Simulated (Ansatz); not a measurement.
Two isomers of BH7O2Si2: A = `BO[SiH](O)[SiH3]`, B = `O[SiH2]BO[SiH3]`.

Calculated with Ansatz (gas phase, PBE0-D4/def2-TZVP geometries, no zero-point term in ΔE). CBS: MP2 limit from def2 TZ/QZ plus the TZ coupled-cluster correction, frozen cores. Functionals use def2-TZVPP. B3LYP here is the variant with VWN-RPA as its local correlation; programs differ in this. Each species was taken in one conformer, which may not be the lowest.

A:

```xyz
12

B    -0.101   -2.161    0.245
O     0.657   -1.332   -0.498
Si    0.642    0.320   -0.680
O     2.005    0.955   -0.026
Si   -1.160    1.320    0.436
H     0.145   -3.333    0.222
H    -1.005   -1.720    0.909
H     0.625    0.530   -2.152
H     2.844    0.772   -0.452
H    -1.144    2.779    0.145
H    -2.444    0.753   -0.055
H    -1.063    1.116    1.905
```

B:

Z-matrix (Å, degrees):
```
Si
B 1 2.034
O 1 1.658 2 113.1
H 1 1.487 2 111.8 3 118.5
H 1 1.498 2 108.4 3 -123.4
O 2 1.350 1 118.6 3 -167.6
H 2 1.212 1 123.0 3 13.4
H 3 0.957 1 117.2 2 -48.6
Si 6 1.661 2 132.5 1 -179.2
H 9 1.485 6 109.8 2 0.3
H 9 1.481 6 107.9 2 -120.3
H 9 1.482 6 107.8 2 120.8
```

Question: Which is lower in electronic energy at CCSD(T)/CBS, and by how much? (An estimate is asked.)

Answer: The calculation gave: A, by 48.1 kJ/mol.

Question: Give E(B) − E(A) in kJ/mol with B3LYP-D4, HF/def2-TZVPP, r2SCAN-D4, PBE0-D4, ωB97M-V, B2PLYP, B3LYP. (An estimate is asked.)

Answer: The calculation gave: B3LYP-D4 48.4, HF/def2-TZVPP 40.3, r2SCAN-D4 51.2, PBE0-D4 52.1, ωB97M-V 48.4, B2PLYP 45.0, B3LYP 43.2. None reverses the order clearly.

Largest T1 diagnostic: 0.014.

The D4 term adds +5.3 kJ/mol with B3LYP and +2.9 kJ/mol with PBE0; it sums over pairs of atoms, weighted by their polarisabilities, and B3LYP, whose exchange is more repulsive, gets the larger term. In def2-TZVPP, CCSD(T) changes the Hartree–Fock value by +7.0 kJ/mol (the triples alone add +1.4 kJ/mol) and MP2 by +6.9 kJ/mol.
